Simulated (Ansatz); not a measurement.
Z-matrix (Å, degrees):
```
Si
N 1 1.736
O 1 1.639 2 111.7
H 1 1.478 2 109.6 3 116.1
H 1 1.485 2 106.8 3 -123.2
B 2 1.440 1 135.8 3 133.1
B 2 1.440 1 137.4 3 -14.4
H 3 0.958 1 118.5 2 -62.3
C 6 1.575 2 97.8 1 179.8
H 6 1.196 2 125.7 1 -11.5
H 7 1.196 2 125.9 1 11.4
H 9 1.086 6 124.5 2 141.8
H 9 1.094 6 109.0 2 -84.5
```

Total charge 0; spin multiplicity 1.

Problem. List the PBE0/def2-TZVPP orbital energies in eV (Ansatz). (An estimate is asked.)

Solution. Ansatz gave: Occupied: -1803.36, -522.93, -391.32, -277.29, -184.98, -184.97, -145.58, -100.27, -100.24, -100.21, -28.41, -24.87, -19.51, -16.33, -14.66, -13.95, -12.46, -12.20, -11.20, -11.09, -10.63, -10.07, -9.54, -9.42, -8.64, -7.80. Lowest empty: -0.54, -0.12, 0.33, 1.15, 1.52, 1.98, 2.04, 2.23.
